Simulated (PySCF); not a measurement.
H₃ClSeSi, SMILES [SiH3][Se]Cl, PBE0/def2-SVP optimised geometry.

```
6

Se    -0.28    -1.43     0.00
Cl     1.92    -1.43     0.00
Si    -0.45     0.86     0.00
H     -1.92     1.11     0.00
H      0.19     1.43    -1.22
H      0.19     1.43     1.22
```

Density from PBE0/def2-TZVP in PySCF 2.14.0 at that geometry.

Minimum of the electron density along straight lines between bonded atoms, close to the bond critical point (lines longer than 1.1 times the sum of covalent radii, or with two minima, are not listed):

```csv
bond,length / Å,ρ at the minimum / e bohr⁻³,∇²ρ there / e bohr⁻⁵,position (fraction from the first atom)
Se1–Cl2,2.202,0.113,-0.01,0.46
Se1–Si3,2.293,___,___,0.65
Si3–H4,1.494,0.119,___,0.49
Si3–H5,1.490,0.122,0.14,0.49
Si3–H6,1.490,0.122,0.14,0.49
```

**Question.** Some entries are withheld; supply them.

**Answer.** 
- Se1–Si3, ρ at the minimum / e bohr⁻³: 0.089
- Se1–Si3, ∇²ρ there / e bohr⁻⁵: 0.00
- Si3–H4, ∇²ρ there / e bohr⁻⁵: 0.15
